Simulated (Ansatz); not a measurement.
Consider the ligand exchange at a Ge–S bond: `[SiH3][S][GeH3]` + NH₃ → `[NH2][GeH3]` + `[SiH3]S`.

Isolated molecules relaxed with PBE0-D4/def2-TZVP in Ansatz; ΔE leaves out vibrations. CCSD(T)/CBS is the MP2 limit (def2-TZVPP, def2-QZVPP) plus CCSD(T) − MP2 in def2-TZVPP, frozen cores. This one scheme is used for every species. DFT in def2-TZVPP. HSE06 is defined as in plane-wave codes. For Ge outer-core shells are correlated without core-valence functions, which leaves a few kJ/mol of doubt a bond. Scalar relativity is left out up to krypton.

```json
{"level": "r2SCAN0-D4", "ΔE (kcal/mol)": "14.1", "difference from CCSD(T)/CBS": "0.5"}
{"level": "BHLYP-D4", "ΔE (kcal/mol)": "13.7", "difference from CCSD(T)/CBS": "0.1"}
{"level": "r2SCAN", "ΔE (kcal/mol)": "13.6", "difference from CCSD(T)/CBS": "0.0"}
{"level": "HSE06", "ΔE (kcal/mol)": "13.6", "difference from CCSD(T)/CBS": "0.0"}
{"level": "CAM-B3LYP", "ΔE (kcal/mol)": "11.0", "difference from CCSD(T)/CBS": "-2.6"}
{"level": "MP2/def2-SVP", "ΔE (kcal/mol)": "11.7", "difference from CCSD(T)/CBS": "-1.9"}
{"level": "CCSD(T)/def2-SVP", "ΔE (kcal/mol)": "11.1", "difference from CCSD(T)/CBS": "-2.5"}
{"level": "MP2/def2-TZVPP", "ΔE (kcal/mol)": "13.6", "difference from CCSD(T)/CBS": "0.0"}
{"level": "SCS-MP2/def2-TZVPP", "ΔE (kcal/mol)": "12.4", "difference from CCSD(T)/CBS": "-1.2"}
{"level": "CCSD/CBS(def2)", "ΔE (kcal/mol)": "13.1", "difference from CCSD(T)/CBS": "-0.5"}
{"level": "CCSD(T)/CBS", "ΔE (kcal/mol)": "13.6", "difference from CCSD(T)/CBS": "0"}
```

Task: What do rigid-rotor, harmonic-oscillator terms from PBE0-D4/def2-TZVP frequencies (298.15 K, 1 bar) make of the CCSD(T)/CBS value? (Best estimate.)

Result: Ansatz gave: ΔZPE = -1.3 kcal/mol, ΔH = +11.7 kcal/mol, ΔS = 3 J/(mol·K), ΔG = +11.4 kcal/mol. Modes under 50 cm⁻¹ make the entropy rough.

Largest T1 diagnostic among the species: 0.011.

In def2-TZVPP, CCSD(T) changes the Hartree–Fock value by +1.7 kcal/mol (the triples alone add +0.5 kcal/mol) and MP2 by +2.7 kcal/mol. At CCSD(T), def2-SVP lies −2.5 kcal/mol from the extrapolated value and def2-TZVPP −1.0 kcal/mol. The D4 term adds +1.7 kcal/mol with B3LYP and +1.0 kcal/mol with PBE0; it sums over pairs of atoms, weighted by their polarisabilities, and B3LYP, whose exchange is more repulsive, gets the larger term.

B3LYP here is the variant with VWN-RPA as its local correlation; programs differ in this.
